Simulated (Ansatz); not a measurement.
TaS(OH)3 (TaSO₃H₃). Total charge 0; singlet. Geometry PBE-D4/def2-SVP.

```xyz
8

Ta   -0.015   -0.031   -0.014
S    -0.926   -1.839   -0.848
O     1.527   -0.502    1.011
H     1.946   -1.356    1.210
O    -1.275    0.861    1.113
H    -2.193    0.658    1.361
O     0.502    1.140   -1.433
H     0.433    1.069   -2.400
```

In the def2 sets Ta takes a core potential; there is no spin–orbit coupling. HSE06 is defined as in plane-wave codes, on full-range PBE exchange.

Q: Estimate the orbital energies around the gap (eV) in Ansatz with LDA (SPW92)/def2-TZVP, r2SCAN-D4/def2-TZVP, PBE0-D4/def2-SVP, PBE0-D4/def2-TZVP, HSE06-D4/def2-TZVP.

A: 
```tsv
orbital	LDA (SPW92)/def2-TZVP	r2SCAN-D4/def2-TZVP	PBE0-D4/def2-SVP	PBE0-D4/def2-TZVP	HSE06-D4/def2-TZVP
HOMO−5	-8.28	-8.48	-9.66	-9.80	-9.38
HOMO−4	-8.28	-8.48	-9.66	-9.80	-9.38
HOMO−3	-8.04	-8.25	-9.43	-9.53	-9.12
HOMO−2	-7.38	-7.56	-8.54	-8.55	-8.15
HOMO−1	-6.54	-6.65	-7.55	-7.54	-7.14
HOMO	-6.54	-6.65	-7.55	-7.54	-7.14
LUMO	-2.16	-1.84	-1.07	-1.18	-1.56
LUMO+1	-2.16	-1.84	-1.07	-1.18	-1.56
LUMO+2	-1.24	-0.76	-0.22	-0.30	-0.65
LUMO+3	-1.04	-0.44	0.17	-0.08	-0.45
LUMO+4	-0.89	-0.44	0.45	0.21	-0.17
LUMO+5	-0.89	-0.37	0.45	0.21	-0.17
```
